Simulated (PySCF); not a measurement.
C2H10O2SSi2, SMILES S([Si](O)(C)O)[SiH2]C, singlet at its GFN2-xTB optimised geometry (Å):

```
17

Si     2.3841    -0.0458     1.9771
C      4.2656     0.0923     2.0751
S      1.9494    -0.7476     0.0000
Si    -0.2159    -0.7476     0.0000
C     -0.8986     1.0147     0.0000
O     -0.7990    -1.4706     1.3262
O     -0.6676    -1.6476    -1.2770
H      1.8606    -1.0129     2.9394
H      1.7399     1.2539     2.1605
H      4.5702     0.4400     3.0568
H      4.7430    -0.8661     1.8948
H      4.6480     0.7914     1.3375
H     -1.9494     1.0135    -0.2696
H     -0.3704     1.6476    -0.7064
H     -0.8092     1.4648     0.9825
H     -0.8474    -2.4233     1.3660
H     -0.2219    -1.5527    -2.1143
```

Computed with B3LYP/def2-SVP in PySCF 2.14.0. Cells within 0.4 Å of a nucleus heavier than hydrogen are left out (blank, or x).

Map of the HOMO−1 amplitude (bohr^(-3/2)) on the plane z = 0.0 Å; orbital energy -7.60 eV, overall sign arbitrary:

```
|44444444444444444444444444444|
|44444444444444444444444444444|
|44444444444444444444444444444|
|44444444444444444444444444444|
|44444444444444444444444444444|
|44444444444444444444444444444|
|44444444333334444444444444444|
|44444443333333444444444444444|
|44444433322233444444444444444|
|44444433221134444444444444444|
|4444443332xxx5554444444444444|
|4444443334xxx7654444444444444|
|44444444457997654434445555544|
|44444444567887644333445555554|
|44444444556776543222356666555|
|44444444456665432101257876555|
|444444444455xxx21000xxx987655|
|444444444444xxx21000xxx987655|
|444444444444444221113x8986655|
|44444444444444432223468876555|
|44444444444444443334456665554|
|44444444444445444444455555554|
|44444444444444444444455555544|
|44444444444444444444444554444|
|44444444444444444444444444444|
|44444444444444444444444444444|
|44444444444444444444444444444|
|44444444444444444444444444444|
|44444444444444444444444444444|
```
Scale: ten equal steps from -0.151 (start of '0') to 0.176 (end of '9'), in the order '0123456789'; x runs from -4.00 to 4.00, y from -4.00 (bottom) to 4.00 (top).
